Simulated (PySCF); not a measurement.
# Spin states and ions at one geometry of [Pb(SH)3]−

PySCF 2.14.0, RKS TPSS, Pb def2-SVP with ECP60, S def2-SVP, H def2-SVP; non-relativistic Hamiltonian with scalar-relativistic core potentials where named; density fitting; no spin-orbit coupling; singlets restricted, open shells unrestricted. The geometry is relaxed for charge -1, singlet, vacuum:

```xyz
7

Pb   -0.0092   -0.0104    0.6040
S     2.3299   -0.3835   -0.7006
H     2.9299    0.5645    0.0688
S    -0.8064    2.2102   -0.7144
H    -1.8946    2.3266    0.0940
S    -1.5015   -1.8320   -0.7249
H    -1.0480   -2.8181    0.0953
```

Energies count from the relaxed state; an electron taken off or put on is at rest in vacuum. Charges and spins are Mulliken's.

```csv
state,energy (eV),spin squared,charge on Pb1 (e),spin on Pb1 (e),dipole about the centre of mass (D)
"charge -1, singlet, vacuum",0.00,0.00,0.29,0.00,5.93
"charge 0, doublet, vacuum",3.11,0.76,0.48,0.05,3.81
```

Problem. What does the state charge -1, triplet, vacuum give?

Solution. energy (eV) 3.68, spin squared 2.00, charge on Pb1 (e) -0.04, spin on Pb1 (e) 0.98, dipole about the centre of mass (D) 3.42.

With an electron taken off (doublet) the charges change, summed by element, by Pb +0.19 e, S +0.61 e, H +0.19 e. The vertical ionisation energy is 3.11 eV, against −ε(HOMO) = 0.69 eV of the relaxed state. The level lies 2.4 eV too high, as is usual for semilocal functionals and global hybrids, which keep a self-interaction error.

Open shells may have lower solutions than those found.

No frequency check is given that shows the relaxed geometry to be a minimum.
